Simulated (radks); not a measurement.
Values are calculated unless marked as measured or tabulated.
Q: Ionisation of C, [He] 2s2 2p2, to C+, [He] 2s2 2p1, under several functionals. Scalar-relativistic Kohn-Sham, spin-polarised, spherical densities, finite nucleus; open shells are filled with parallel spins first; a radial shooting solver on a logarithmic mesh with Libxc functionals. Known Delta-SCF values: PBEsol 11.613 eV. What does BLYP give, and what is its highest occupied eigenvalue?

A: 11.555 eV by Delta-SCF; the 2p eigenvalue is -5.919 eV. NIST: 11.260 eV (measured).
